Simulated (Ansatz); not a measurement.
`[Li][N](C)C`, relaxed with RKS PBE0-D4/def2-TZVP in the Gaussian-basis code of Ansatz from a PBE-D4/def2-SVP geometry. The force threshold is 0.005 eV/Å; the program also tests the step.

The species carries charge 0 and has multiplicity 1.

Start:

```xyz
10

Li   -1.652   -1.493   -0.864
N    -0.443   -0.402   -0.232
C     0.093   -0.441    1.103
C     0.166    0.675   -0.968
H    -0.354   -1.267    1.705
H     1.210   -0.593    1.138
H    -0.082    0.508    1.689
H    -0.222    0.736   -2.012
H     1.288    0.587   -1.052
H    -0.004    1.691   -0.507
```

```csv
step,energy (eV),largest force (eV/Å),largest move (Å)
1,-3862.5034,0.551,0.000
2,-3862.5368,0.183,0.022
3,-3862.5402,0.044,0.008
4 (rejected),-3862.5401,0.055,0.005
5,-3862.5403,0.002,0.001
```

End:

```xyz
10

Li   -1.641   -1.487   -0.860
N    -0.441   -0.400   -0.231
C     0.096   -0.434    1.097
C     0.169    0.674   -0.958
H    -0.345   -1.245    1.691
H     1.194   -0.587    1.118
H    -0.083    0.504    1.662
H    -0.215    0.735   -1.985
H     1.271    0.574   -1.038
H    -0.006    1.666   -0.495
```

Hardware: 2 threads of a server CPU on a shared host. Wall time 9.5 s, peak host memory 0.28 GiB.
